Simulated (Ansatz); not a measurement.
Energy needed to pull apart C₂HBO (SMILES O=c1bc1), closed shell, into free ground-state atoms, from the structure below (displaced at random from a GFN2-xTB minimum); no zero-point or spin–orbit terms; open-shell atoms are treated unrestricted, in their ground-state multiplicity.

| atom | x (Å) | y (Å) | z (Å) |
| --- | --- | --- | --- |
| O1 | -1.2918 | -1.1748 | 0.4764 |
| C2 | -0.1930 | -0.5702 | 0.4299 |
| B3 | 1.1428 | -0.0239 | 0.6070 |
| C4 | 0.4136 | 0.5037 | -0.3490 |
| H5 | 0.0177 | 0.9850 | -1.3326 |

Ansatz 0.2.0; basis: def2-TZVPP; cores frozen in the correlated methods.

```json
{"method": "SPW92", "atomization energy (kJ/mol)": "2668"}
{"method": "PBE-D4", "atomization energy (kJ/mol)": "2355"}
{"method": "r2SCAN-D4", "atomization energy (kJ/mol)": "2239"}
{"method": "PBE0-D4", "atomization energy (kJ/mol)": "?"}
{"method": "r2SCANh-D4", "atomization energy (kJ/mol)": "2196"}
{"method": "wB97M-V", "atomization energy (kJ/mol)": "2182"}
{"method": "HF", "atomization energy (kJ/mol)": "1365"}
{"method": "MP2", "atomization energy (kJ/mol)": "2229"}
{"method": "CCSD", "atomization energy (kJ/mol)": "?"}
{"method": "CCSD(T)", "atomization energy (kJ/mol)": "2105"}
```

(1) What does PBE0-D4 give? (To be estimated.)

(2) What does CCSD give? (An estimate is asked for; the value comes from the calculation.)

The T1 diagnostic stays at or below 0.030. The T1 diagnostic is large here, which may signal multireference character or strong orbital relaxation, so CCSD(T) is less sure. The restricted Hartree–Fock reference is unstable towards an unrestricted one here.

Answers

(1) By the calculation: 2226 kJ/mol, which is about 121 kJ/mol more than CCSD(T)/def2-TZVPP.

(2) By the calculation: 2014 kJ/mol, which is about 91 kJ/mol less than CCSD(T)/def2-TZVPP.

In triple zeta the MP2 and coupled-cluster atomization energies are still short of their basis limit by a few kcal/mol a bond, whereas those of the functionals are nearly converged, so these differences are not deviations from converged CCSD(T).

For scale, one of the runs: CCSD(T)/def2-TZVPP forces, 138 basis functions (an equivalent command: `ansatz run in.yaml --threads 4`). The run took 37 s on 4 CPU threads (shared host), with 1.5 GiB of host memory at its peak.
